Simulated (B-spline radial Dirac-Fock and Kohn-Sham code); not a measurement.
Z = 71 (lutetium), transition energy 18.8 keV. These are calculated numbers from a radial finite-basis atomic code; the model is a Dirac-Hartree-Slater potential of the neutral atom with a Latter tail (no hole, which puts coefficients of high multipoles low close above an edge), finite nucleus with surface currents. The K shell is not open to conversion at this energy. Subshells that would emit electrons below 1 keV are left out.

Question: A pure transition shows α(L) = 3.99e+07, L1/L2 = 0.00828 and L1/L3 = 0.00589. What is its multipolarity?
A. M3
B. E3
C. M2
D. E2
E. M4
F. E4
G. E1
H. M1

Answer: F. For comparison, α(L), L1/L2, L1/L3 are E1 4.90, 0.841, 0.563; E2 6480, 0.0193, 0.0148; E3 903000, 0.0126, 0.00962; M1 66.0, 10.1, 68.9; M2 13500, 19.6, 1.67; M3 2.99e+06, 24.3, 0.118; M4 2.58e+08, 23.0, 0.0266.
